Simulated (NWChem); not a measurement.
Molecule: CH₅MgNS; SMILES C[S][Mg][NH2]

```xyz
9

Mg     0.1773    -1.0082     0.0042
N     -0.2335    -2.8538    -0.0029
H     -0.3592    -3.4434     0.8131
H     -0.3598    -3.4353    -0.8245
S      0.6532     1.2504    -0.0013
C     -1.0264     2.0433     0.0002
H     -1.6043     1.7751    -0.8877
H     -0.8667     3.1244    -0.0083
H     -1.5962     1.7878     0.8971
```
Atoms are numbered in this order, from 1.

All runs: NWChem. The geometry was optimised at B3LYP/6-31G* (spherical d).

**Question.** Taking TPSS/pcseg-2 as the yardstick, which of these has the fewest basis functions while keeping “dipole (D)” within 0.05 D of it: TPSS/STO-3G; TPSS/def2-SVP; TPSS/aug-pcseg-1; TPSS/pcseg-1?

**Answer.** none of them.
| level | basis functions | dipole (D) | relative time (rough) |
|---|---|---|---|
| TPSS/STO-3G | 33 | 1.60 | 1 |
| TPSS/pcseg-1 | 81 | 2.06 | 3 |
| TPSS/def2-SVP | 89 | 1.94 | 3 |
| TPSS/aug-pcseg-1 | 132 | 1.68 | 10 |
| TPSS/pcseg-2 | 183 | 1.86 | 9 |

The yardstick is one finite set, not the basis-set limit.
